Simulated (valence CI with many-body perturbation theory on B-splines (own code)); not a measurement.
# Ba XV: one-electron terms

Level of theory: valence CI with perturbative core correlation (CI+MBPT): six valence electrons over a frozen Dirac-Fock core [Kr], radial functions for each j: 7 s, 7 p, 8 d, 6 f, 4 g, 1 h, with the one-electron correlation potential Σ1, the two-electron term Σ2, the three-electron term Σ3, Breit, model QED; selected CI, second order for the rest, scaled by the run's own slope (own B-spline code, finite nucleus).

No measured spectrum was set against this ion. As an estimate, terms of the open shell hold to 2 to 4 % of their energy, and close levels can change places. Core correlation moves these levels by up to 9500 cm⁻¹, and in measured spectra 5 to 20 % of such shifts remained as error; rates that hang on mixing are uncertain with them. Among the levels kept, up to 1000 cm⁻¹ of a level comes from second order outside the variational space, and about a tenth of that is noise between levels of different J, which matters for small intervals. The list stops below the first excitations out of the core. Only levels of the ground parity were solved; by the run's estimate the other parity begins above the list, which can be wrong where configurations are misplaced.

These are the spectroscopic orbitals of the CI (the correlating ones are not listed), shaped by the core and the other valence electrons. h is the expectation value of the core's Dirac-Fock operator, without the valence repulsion; Σ1 is computed up to l = 3 at one energy for each symmetry, that of its lowest orbital but kept below the first core excitation, so for empty shells it is not the orbital's own correlation shift; Breit and QED include the response of the core.

```tsv
Orbital	h (hartree)	Σ1 (cm⁻¹)	Breit (cm⁻¹)	QED (cm⁻¹)	⟨r⟩ (bohr)
5s1/2	-13.097	-8743	690	572	1.293
6s1/2	-8.1396	-3132	343	283	2.107
7s1/2	-5.5636	-1547	191	159	3.124
5p1/2	-12.182	-7636	1027	-32.4	1.355
6p1/2	-7.6723	-2946	529	-16.2	2.202
7p1/2	-5.2931	-1507	303	-9.2	3.253
5p3/2	-11.922	-7022	607	23.1	1.388
6p3/2	-7.5436	-2772	317	12.2	2.241
7p3/2	-5.2194	-1431	194	7.1	3.300
4d3/2	-18.988	-18230	1136	-225	0.7294
5d3/2	-10.425	-5884	398	-56.8	1.501
6d3/2	-6.77	-2662	203	-27.9	2.434
4d5/2	-18.85	-17818	445	-154	0.7363
5d5/2	-10.372	-5838	194	-35.1	1.509
6d5/2	-6.743	-2648	102	-17.1	2.444
4f5/2	-14.615	-31732	-186	-129	0.8061
5f5/2	-8.7232	-6636	-16.2	-39.4	1.694
4f7/2	-14.594	-30083	-441	-114	0.8085
5f7/2	-8.7143	-6477	-109	-33.8	1.696
5g7/2	-7.6913		-20.3	-5.2	1.756
5g9/2	-7.6907		-26.9	-4.0	1.756
```

Among the shells of the start configuration 4d6, Σ1 is largest in size for 4d3/2, where it is 0.44 % of h.

Lowest root of each symmetry, sizes in configuration state functions:

```
J  Parity  Roots  Reference  Variational  Second order  Change by selected CI (cm⁻¹)  Change by second order (cm⁻¹)
0    even      5          9        38343       1209724                        -34024                            -60
1    even      4         15        35194       3297200                        -33327                           -203
2    even      8         25        33931       4425911                        -33371                           -516
3    even      6         23        32584       6643761                        -31606                           -635
4    even      7         19        32029       5354423                        -31805                           -684
5    even      2         10        32471       4905304                        -33707                           -644
6    even      2          6        32851       5440782                        -33881                           -423
```
